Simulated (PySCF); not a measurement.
# Stationary points of TaH₆⁻

These are results of PySCF, PBE0, basis Ta def2-TZVPD with ECP60, H def2-TZVPD (scalar-relativistic core potentials, no spin–orbit coupling, density fitting), not measurements.

Relaxations began from a few typed shapes. The search is not exhaustive: other isomers or separated fragments can lie lower, and high-lying points may rest on an excited occupation.

Order these stationary points by electronic energy, lowest first, in kJ/mol from the lowest minimum.
A. singlet D3h: Ta–H 1.824 Å (×6); H–Ta–H 74.9° (×3), H–Ta–H 86.8° (×6), H–Ta–H 133.2° (×6)
B. singlet C3v: Ta–H 1.781 Å (×3), Ta–H 1.834 Å (×3); H–Ta–H 69.7° (×3), H–Ta–H 73.5° (×3), H–Ta–H 103.7° (×3), H–Ta–H 127.9° (×6)
C. singlet Oh: Ta–H 1.874 Å (×6); H–Ta–H 90.0° (×12), H–Ta–H 180.0° (×3)

B (0.0), A (14.0), C (179.9).

Which of them are minima?

By energy in kJ/mol, 0.0: minimum; 14.0: saddle point, 1 imaginary mode; 179.9: saddle point, 6 imaginary modes.

For the lowest minimum: the lowest empty level of this anion is unbound, so it and the gap depend on the basis. No spin–orbit coupling is included, which matters more the heavier the element.
